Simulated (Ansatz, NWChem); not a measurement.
**How methods differ on CBrClF2 (SMILES FC(F)(Cl)Br)**

The species is CBrClF2 (5 atoms), meant as a singlet with charge 0. As SMILES, `FC(F)(Cl)Br`. The shape is that of a PBE0-D4/def2-TZVP optimisation.

Each level gives the atomisation enthalpy at 298 K (kJ/mol). The values are calculated. The thermal term (zero-point and 298 K enthalpy, harmonic and unscaled) is that of PBE0-D4/def2-TZVP; the spin-orbit lowering of the free atoms at 298 K, 20.7 kJ/mol by their spectra, is taken off.

Task: The value from experiment is 1551 kJ/mol (Active Thermochemical Tables). From what is known of these methods, estimate their order from the nearest to it to the farthest.
A. SVWN5/cc-pVDZ (NWChem)
B. B2PLYP/cc-pVDZ (NWChem)
C. HF/cc-pVDZ (Ansatz)
D. CCSD(T)/cc-pVDZ (Ansatz)
E. RPA@PBE/cc-pVDZ (Ansatz)

Result: B (1448 kJ/mol, -103), D (1351 kJ/mol, -200), E (1166 kJ/mol, -385), A (1971 kJ/mol, +420), C (856 kJ/mol, -695).
